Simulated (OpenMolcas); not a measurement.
Pm: effect of the basis set

| Quantity | Value |
| --- | --- |
| Program | OpenMolcas |
| Method | MS-CASPT2, IPEA 0.25 Eh, imaginary shift 0.1 Eh (closed shells correlated: 5s 5p 6s) |
| Active space | 5 electrons in 7 orbitals (4f) |
| State averaging | 2S+1 = 6 odd, 21 roots; 2S+1 = 4 odd, 224 roots (128 in the spin-orbit step); 2S+1 = 2 odd, 130 roots kept (CI in the orbitals of an earlier block) |
| Spin-orbit coupling | RASSI with atomic mean-field integrals over the reference wave functions, term energies averaged over their components |

A. ANO-RCC-VDZP [7s6p4d2f1g], DKH2, point nucleus; CASPT2 step of the order of 2.2 core-minutes
B. ANO-RCC-VTZP [8s7p5d3f2g1h], DKH2, point nucleus; CASPT2 step roughly 5 core-minutes
C. ANO-RCC-VQZP [9s8p6d4f3g2h], DKH2, point nucleus; CASPT2 step of the order of 10 core-minutes

Energies in cm⁻¹ above 4f⁵ 6s² ⁶H°_5/2, the measured ground level; measured values from NIST Handbook of Basic Atomic Spectroscopic Data.

```
                     Level      A      B      C  Measured
           4f⁵ 6s² ⁶H°_5/2    0.0    0.0    0.0       0.0
           4f⁵ 6s² ⁶H°_7/2    852    890    894       804
           4f⁵ 6s² ⁶H°_9/2   1864   1933   1939      1749
          4f⁵ 6s² ⁶H°_11/2   2990   3080   3080      2797
          4f⁵ 6s² ⁶H°_13/2   4200   4280   4290      3919
          4f⁵ 6s² ⁶H°_15/2   5460   5520   5520      5090
           4f⁵ 6s² ⁶F°_1/2   5960   5580   5750          
           4f⁵ 6s² ⁶F°_3/2   6180   5770   5930          
           4f⁵ 6s² ⁶F°_5/2   6610   6180   6330          
           4f⁵ 6s² ⁶F°_7/2   7330   6920   7080          
           4f⁵ 6s² ⁶F°_9/2   8320   7950   8110          
          4f⁵ 6s² ⁶F°_11/2   9510   9180   9350          
        4f⁵ 6s² ⁴F°_3/2(1)  16790  14590  14590          
 4f⁵ 6s² ⁴G°_7/2(1) [54 %]  18330  16030  15900          
        4f⁵ 6s² ⁴I°_9/2(1)  19130  17360  17100          
       4f⁵ 6s² ⁴I°_11/2(1)  19750  18020  17770          
4f⁵ 6s² ⁴I°_13/2(1) [74 %]  20400  18710  18460          
 4f⁵ 6s² ⁴G°_9/2(1) [68 %]  20610  18260  18100          
          4f⁵ 6s² ⁴M°_17/2  21960  20400  20370          
 4f⁵ 6s² ⁴F°_7/2(1) [54 %]  22240  19970  19900          
          4f⁵ 6s² ⁴M°_19/2  23210  21660  21650          
       4f⁵ 6s² ⁴G°_11/2(1)  23430  21010  20800          
   4f⁵ 6s² ⁴L°_13/2 [57 %]  23720  22050  21750          
          4f⁵ 6s² ⁴K°_11/2  23840  22230  21990
```

Deviations, from unrounded energies. A percentage is the sum of absolute deviations over the sum of measured energies, with the sign that they share, or ± where signs differ.

| Against measurement | Levels | A | B | C |
| --- | --- | --- | --- | --- |
| mean absolute deviation (cm-1) | 5 | 200 | 270 | 270 |
| fine structure of the ground term (%) | 5 | +7.0 | +9.3 | +9.5 |

A lies closest to measurement on these levels and C furthest from it. The largest miss of A in the table is 4f⁵ 6s² ⁶H°_15/2, by +370 cm-1. The ranking rests on the paired levels alone, and a cruder setting can come out closer through cancelling errors.

The two smallest mean deviations differ by little beside CASPT2's spread within terms, so their order carries little weight.

Among A to C the level of the table that moves most is 4f⁵ 6s² ⁴G°_11/2(1), by 2600 cm-1 (lowest in C, highest in A). Moves below CASPT2's spread within the term are not significant.

CASPT2 does not keep the components of a term degenerate, so their means are used; among the terms shown or strongly mixed into the levels shown the widest spread is 510 cm-1 (4f⁵ 6s² ⁴K°, A). Blocks of more than 70 roots (2S+1 = 4 odd, 2 odd) ran without multistate coupling. High states are left out of the spin-orbit mixing, which shifts the levels that they would mix with. With the s shell closed, the reference lacks s² → p² mixing. The CASPT2 spread within a term exceeds the gap to the next term for 4f⁵ 6s² ⁴G°(1) and 4f⁵ 6s² ⁴I°(1), so the order of their levels is uncertain, and so are names and mixing where such terms share a J (holds for B; C). Measured partners are found by configuration, term and J. A level has none where our copy of the source lacks it or the pairing is in doubt (some pairs that miss far off the trend of their configuration count as doubtful), and it then counts in no deviation. Levels of configurations outside the active space are missing. The table leaves out levels that lie high or whose names do not pair safely across all columns.

A share in square brackets marks a mixed level and gives the weight of the term that names it, the lowest over the columns. A number in round brackets counts repeated terms of one configuration in the order of the reference energies. ° marks odd parity.
